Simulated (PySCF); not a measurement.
## Radial density of Si (silicon, neutral)

UHF, [Ne] 3s1 3p3, 3s spin antiparallel (an excited configuration). Computed with PySCF 2.14 in dyall-acv3z (19s12p6d4f, 113 functions), with scalar relativity by spin-free X2C-1e.

| r (bohr) | 4πr²ρ (e/bohr) | 4πr²(ρα − ρβ) |
| --- | --- | --- |
| 0.00196 | 0.09188 | -0.0003 |
| 0.00330 | 0.2434 | -0.0007 |
| 0.00555 | 0.6303 | -0.0018 |
| 0.00934 | 1.569 | -0.0044 |
| 0.0157 | 3.650 | -0.0102 |
| 0.0264 | 7.556 | -0.0202 |
| 0.0444 | 12.85 | -0.0299 |
| 0.0747 | 15.86 | -0.0167 |
| 0.126 | 12.55 | 0.0504 |
| 0.211 | 9.776 | 0.1217 |
| 0.356 | 13.97 | 0.0740 |
| 0.598 | 10.68 | 0.0000 |
| 1.01 | 2.561 | 0.0105 |
| 1.69 | 1.608 | 0.4101 |
| 2.85 | 1.214 | 0.7297 |
| 4.79 | 0.2247 | 0.1972 |
| 8.05 | 0.006310 | 0.0062 |

Densities and radii are taken from the X2C orbitals without a picture-change correction, which distorts them close to the nucleus.

With the s spin flipped the determinant is a mixture of two multiplicities, not a spectroscopic state.
